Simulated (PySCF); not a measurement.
TeO: one state, many levels of theory

State: ³Σ⁻ (triplet), unpaired electrons π ↑↑. Set-up: basis Te x2c-SVPall, O x2c-SVPall; spin-free X2C with a Gaussian nucleus; PySCF 2.14. De refers to Te + O in their high-spin ground configurations, without counterpoise correction. The functionals are run spin-unrestricted. A positive dipole means Te(−)O(+). Levels whose curve was spin-contaminated or gave no clean fit are not listed.

| Level | Re (Å) | ωe (cm⁻¹) | De (eV) | μ (D) | CPU s a point (SCF and correlation, without the integrals) |
| --- | --- | --- | --- | --- | --- |
| ROHF | 1.796 | 947 | 0.020 | -4.03 | 0.11 |
| ROHF-CCSD | 1.856 | 790 | 2.77 | n/a | n/a |
| ROHF-CCSD(T) | 1.875 | 759 | 3.11 | n/a | 2.9 |
| PBE | 1.877 | 761 | 4.54 | -2.67 | 0.99 |
| TPSS | 1.874 | 770 | 4.14 | -2.68 | 2.4 |
| r²SCAN | 1.860 | 794 | 3.93 | -2.79 | 2 |
| M06-L | 1.869 | 772 | 4.03 | -2.86 | 1.6 |
| B3LYP | 1.861 | 793 | 3.81 | -2.84 | 1 |
| PBE0 | 1.845 | 825 | 3.64 | -2.91 | 1.2 |

(1) Which functional lies closest to ROHF-CCSD(T) in De, which farthest, and by how much do they differ from it?

(2) What does the step from GGA to meta-GGA do here, going from PBE to r²SCAN?

(3) What does the triples do here, going from ROHF-CCSD to ROHF-CCSD(T)?

Correlated steps freeze 19 core orbitals. Correlated levels converge slowly with the basis: in double zeta they bind strong bonds too weakly, by up to about 1 eV, and carry superposition errors of some tenths. Spin–orbit coupling is left out, which matters for elements this heavy, above all for dissociation energies. The state was picked by a PBE0 search and need not be the measured ground state.

The whole job (state search and all levels along the bond) took about 3.1 min on 1 thread of Arm Neoverse V1 (shared host), peak memory 0.57 GiB.

Results:

(1) Closest is PBE0 (-3.0 pm in Re, +8.7 % in ωe, +0.53 eV in De against ROHF-CCSD(T) in the same basis), farthest PBE (+0.2 pm in Re, +0.3 % in ωe, +1.43 eV in De). CCSD(T) converges more slowly with the basis than the functionals do and binds too weakly in this one, so the order can change at the basis-set limit.

(2) r²SCAN less PBE: -1.7 pm in Re, +4.3 % in ωe, -0.61 eV in De. 

(3) ROHF-CCSD(T) less ROHF-CCSD: +1.9 pm in Re, -3.9 % in ωe, +0.34 eV in De. Correlation nearly always deepens the well. The bond lengthens, as in strong covalent bonds, where excitations into antibonding orbitals dominate.
